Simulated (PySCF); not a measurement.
## Working out the ionisation energy of Sc

Sc [Ar] 3d1 4s2 (2D) → Sc⁺ [Ar] 3d1 4s1 (3D). Calculation: PySCF 2.14, in cc-pVTZ-DK; scalar relativity by spin-free X2C-1e. Frozen: [Ar]. Energies in hartree (1 hartree = 27.21139 eV):

| part | Sc (lower) | Sc⁺ (upper) |
| --- | --- | --- |
| UHF | -763.285050 | -763.086978 |
| MP2 opposite-spin | -0.026168 | 0.000000 |
| MP2 same-spin | -0.003127 | -0.003332 |

Problem. What does Hartree-Fock give?

Solution. (-763.086978) − (-763.285050) = 0.198072 hartree = 5.390 eV.

Problem. What do MP2 and SCS-MP2 (6/5 opposite-spin, 1/3 same-spin) give?

Solution. The opposite-spin parts differ by 0.712 eV and the same-spin parts by -0.006 eV. MP2: 5.390 + (0.712) + (-0.006) = 6.096 eV. SCS-MP2: 5.390 + 1.2 × (0.712) + (-0.006)/3 = 6.242 eV.

Measured between the centres of the two terms (NIST): 6.562 eV, so MP2 (valence) is off by -0.466 eV.

What remains against the reference includes basis incompleteness, the frozen core and correlation beyond second order.
